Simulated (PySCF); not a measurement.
## Simulated absorption spectrum

Species: C₈H₈.
Cartesian coordinates in Å at the PBE0-D3(BJ)/def2-SVP level; atoms count from 1:
```
atom  x, y, z in Å
C1     3.9936    1.9054    1.9465
C2     3.2664    1.4388    1.0944
C3     2.4366    0.9045    0.0666
C4     1.3300    0.2204    0.2889
C5     0.2284   -0.4464    0.5086
C6    -1.1494    0.1617    0.6168
C7    -2.0534   -0.3131   -0.4825
C8    -3.1554   -1.0415   -0.3034
H9     4.6316    2.3156    2.7069
H10    2.7519    1.0780   -0.9718
H11    0.2915   -1.5391    0.6042
H12   -1.5855   -0.1044    1.5944
H13   -1.0593    1.2596    0.5863
H14   -1.7486   -0.0383   -1.4999
H15   -3.4870   -1.3389    0.6971
H16   -3.7709   -1.3636   -1.1473
```

Theory: PySCF, TDDFT CAM-B3LYP/def2-SVPD, vertical, gas phase, core orbitals frozen in the response.

Broadening: Gaussians 0.4 eV wide at half height, area fixed by f = 4.319×10⁻⁹ ∫ε dν̃. The width is an assumption, not a result. The curve ends short of the highest state used, and states not computed would add to its high-energy end.

(E (eV), ε (L mol⁻¹ cm⁻¹)): (4.76, 1), (4.80, 1), (4.85, 4), (4.89, 8), (4.93, 16), (4.97, 31), (5.01, 58), (5.05, 107), (5.09, 196), (5.14, 409), (5.18, 723), (5.22, 1252), (5.26, 2108), (5.30, 3429), (5.34, 5358), (5.38, 8005), (5.42, 11399), (5.47, 16516), (5.51, 20952), (5.55, 25198), (5.59, 28710), (5.63, 30977), (5.67, 31641), (5.71, 30590), (5.76, 27136), (5.80, 23171), (5.84, 18721), (5.88, 14313), (5.92, 10356), (5.96, 7095), (6.00, 4608), (6.05, 2506), (6.09, 1473), (6.13, 856), (6.17, 520), (6.21, 358)

Problem. Locate the maxima and give the states behind the curve.

Solution. 219 nm (5.66 eV), ε about 32000, made up of S3 (99%) (ε in L mol⁻¹ cm⁻¹; maxima over ε = 5, shares over 10%). The states used: S1 5.36 eV (f 0.0051); S2 5.54 eV (f 0.0011); S3 5.67 eV (f 0.466); S4 5.71 eV (f 0.0015); S5 6.37 eV (f 0.0038); S6 6.81 eV (f 0.040).

Problem. Coming from long wavelengths, where does ε first pass 100 L mol⁻¹ cm⁻¹?

Solution. At about 246 nm (5.05 eV), 0.32 eV below S1.

Problem. On this curve, what absorbance would a 10⁻⁴ mol/L sample give at 248 nm over a 1 cm path?

Solution. 248 nm is 4.999 eV, where ε is about 49 L mol⁻¹ cm⁻¹, so A = ε c l ≈ 0.0049 (Beer–Lambert, with the gas-phase spectrum and the assumed width).

Problem. What would ε be at 5.66 eV, the highest of these maxima, with half the width (0.2 eV)?

Solution. About 62900 L mol⁻¹ cm⁻¹ against 31700, a factor of about 1.99; a lone state at its own centre would give exactly 2.

One conformer stands for the species.
